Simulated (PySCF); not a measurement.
# A small calculation by hand: chemical shift, span and skew from a shielding tensor

C6H10, SMILES C=C/C=C/CC. Atoms are numbered in the order given.

```xyz
16

C      3.1164     0.3997     0.0556
C      1.9693    -0.2417    -0.2095
C      0.6483     0.3530    -0.1066
C     -0.4961    -0.2966    -0.3762
C     -1.8677     0.2837    -0.2689
C     -2.7518    -0.4573     0.7310
H      3.1208     1.4464     0.3756
H      4.0847    -0.0972    -0.0379
H      2.0051    -1.2908    -0.5281
H      0.6029     1.4027     0.2117
H     -0.4357    -1.3486    -0.6884
H     -2.3502     0.2516    -1.2633
H     -1.7964     1.3492     0.0048
H     -3.7646    -0.0276     0.7628
H     -2.8496    -1.5221     0.4655
H     -2.3278    -0.4072     1.7456
```
Charge 0, spin multiplicity 1.

Coordinates come from a PBE0-D3(BJ)/def2-SVP optimisation. The values are those of a single conformer.

GIAO shieldings from HF/pcSseg-1 (PySCF), non-relativistic, no solvent. The symmetric part of the tensor of C4 has the principal values -79.0, 63.1, 152.3 ppm. The same nucleus in TMS has σ = 192.6 ppm at this level (PySCF, at its B3LYP-D3(BJ)/def2-TZVP geometry).

Question: Work out the isotropic shielding, the ¹³C shift against TMS, the span and the skew.

Answer: 
σ(iso) = (σ11 + σ22 + σ33)/3 = 45.5 ppm. δ = σ(ref) − σ(iso) = 192.6 − (45.5) = 147.1 ppm.
Span Ω = σ33 − σ11 = 231.3 ppm. Skew κ = 3(σ(iso) − σ22)/Ω = -0.23. Tumbling in solution averages the tensor to δ; in a static solid the shielding alone would spread this spin-1/2 line over Ω.
